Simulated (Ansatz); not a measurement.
Cl4H3NSi2, SMILES `Cl[SiH2]N[Si](Cl)(Cl)Cl`. Total charge 0; spin multiplicity 1.

```xyz
10

Cl   -1.880    2.131    0.382
Si   -0.030    1.568   -0.311
N     0.508    0.088    0.393
Si    0.024   -1.512    0.099
Cl   -0.792   -2.355    1.758
Cl   -1.341   -1.489   -1.400
Cl    1.601   -2.676   -0.443
H     0.934    2.610    0.101
H    -0.138    1.432   -1.775
H     1.113    0.203    1.197
```

Question: Give the diagnostics of a CCSD(T)/def2-TZVPP run (frozen core, Ansatz 0.2.0). (An estimate is asked.)

Answer: Ansatz gave: T1 = 0.0094, largest single amplitude 0.011, largest double 0.018, (T) share of the correlation energy 4.2 %, 8 CCSD cycles. The RHF solution is stable towards an unrestricted one. T1 lies under the customary mark of 0.02 for closed shells.
